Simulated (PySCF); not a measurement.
# Vibration and rotation of IrH

UHF-CCSD(T) constants of IrH, ³Δ (triplet), unpaired electrons σ ↑, δ ↑ (PySCF, scalar-relativistic core potentials, basis sets H def2-TZVPP, Ir def2-TZVPP with ECP60; masses 1.0078 and 192.9629 u):

* ωe: 2343.4 cm⁻¹
* ωexe: 36.8 cm⁻¹
* Be: 7.0746 cm⁻¹
* αe: 0.183 cm⁻¹
* De to H + Ir (5d7 6s2): 3.27 eV

Q: What force constant and bond length do these constants imply?

A: Reduced mass μred = 1.0026 u; k = 5.8918×10⁻⁷·μred·ωe² (u, cm⁻¹, mdyn/Å) = 3.24 mdyn/Å; Re = √(16.8576/(μred·Be)) (u, cm⁻¹, Å) = 1.542 Å.

Q: Estimate the centrifugal constant D from the Kratzer relation and find the Dunham coefficient a1.

A: D = 4Be³/ωe² = 0.000258 cm⁻¹; a1 = −1 − αeωe/(6Be²) = -2.43.

Correlated steps freeze no core orbitals. Spin–orbit coupling is left out, which matters for elements this heavy, above all for dissociation energies. The state is the lowest single determinant that the PBE0 search found; with open d or f shells the true ground state can be another one.
